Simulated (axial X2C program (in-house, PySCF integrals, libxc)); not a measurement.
Working with the constants of CuH⁺

A bond curve at the PBE0 level, two-component, was computed with an in-house relativistic program for diatomic molecules (basis Cu dyall-cv3z [9s9p6d3f2g], H dyall-v3z [6s2p1d] (cores contracted in-house)) for the state Ω = 1/2 (⟨Sz⟩ = 0.50, ⟨Lz⟩ = 0.00 at PBE0). Its fit gives Re = 1.4663 Å, ωe = 1899.0 cm⁻¹, ωexe = 66.9 cm⁻¹ and αe = 3.281e-01 cm⁻¹; the masses are 62.9296 and 1.0078 u. Two-component means X2C with spin–orbit coupling and atomic mean-field Coulomb and Gaunt terms.

(1) Find the reduced mass, Be and the force constant.

(2) Where do the fundamental and the first overtone lie?

(3) Scale the constants to the deuteride (D 2.0141 u) within the Born–Oppenheimer picture.

(4) A Morse curve ties αe to the other constants (Pekeris). How well does that hold?

(5) Estimate De from a Morse curve and compare with the computed well depth of 1.321 eV to Cu+ + H.

The state is one determinant whose occupation by symmetry is held fixed; it was picked as the lowest of a PBE0 search that is not exhaustive. De is counted from the lowest determinant-based energies of the atoms at the same level, without counterpoise correction. Density functionals use the spin component along the axis (collinear).

Results:

(1) From the PBE0 values: μ = 0.9919 u. Be = 16.8576/(μ Re²) = 7.905 cm⁻¹. k = 5.8918×10⁻⁷ μ ωe² = 2.11 mdyn/Å.

(2) ν(1←0) = ωe − 2ωexe = 1765.2 cm⁻¹; ν(2←0) = 2ωe − 6ωexe = 3396.6 cm⁻¹.

(3) ρ = √(μH/μD) = 0.7129; ωe = 1353.8, ωexe = 34, Be = 4.017 cm⁻¹; the zero-point energy falls by 264 cm⁻¹.

(4) αe(Morse) = 6Be²/ωe × (√(ωexe/Be) − 1) = 3.769e-01 cm⁻¹; the PBE0 curve gives 3.281e-01 cm⁻¹, a ratio of 1.15.

(5) De(Morse) = ωe²/(4ωexe) = 1.671 eV against 1.321 eV computed, a ratio of 1.26. The extrapolation overshoots: the well softens faster than a Morse curve, or the lowest atomic limit lies below the one to which the curve heads.
